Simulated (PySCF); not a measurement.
## The second ionisation energy along the alkaline earths

Calculated with PySCF 2.14 from differences of total energies of unrestricted determinants, without spin-orbit coupling. Values in eV. The last column holds reference values (NIST; (s) semi-empirical, (t) theoretical, else measured). Unmarked ones compare directly (S terms, centres of terms, or small fine structure); those marked * lie between the lowest fine-structure levels and include a spin-orbit shift.

```csv
element,configurations,UHF,LDA,PBE,PBE0,MP2 (valence and next inner shell),CCSD(T) (valence and next inner shell),reference
"Be (x2c-TZVPPall, spin-free X2C)",[He] 2s1 → 1s2,18.125,18.242,18.481,18.446,18.158,18.161,18.211
"Mg (x2c-TZVPPall, spin-free X2C)",[Ne] 3s1 → [Ne],14.734,15.339,15.329,15.231,14.895,14.901,15.035
"Sr (x2c-TZVPPall, spin-free X2C)",[Kr] 5s1 → [Kr],10.451,11.347,11.179,11.058,10.954,10.958,11.030
"Ba (x2c-TZVPPall, spin-free X2C)",[Xe] 6s1 → [Xe],9.371,10.299,10.118,9.993,9.883,9.885,10.004
```

Problem. Fill in the row of Ca (x2c-TZVPPall, spin-free X2C) ([Ar] 4s1 → [Ar]).

Solution. UHF 11.359; LDA 12.144; PBE 12.021; PBE0 11.912; MP2 (valence and next inner shell) 11.759; CCSD(T) (valence and next inner shell) 11.763; reference 11.872 (eV).

"Valence" correlates the outer s and p shells and, in groups 3 to 12 and the f block, the outer d or f shell, open or full, or the next shell where the ion has no valence electron left; the wider scheme adds the next inner shell.
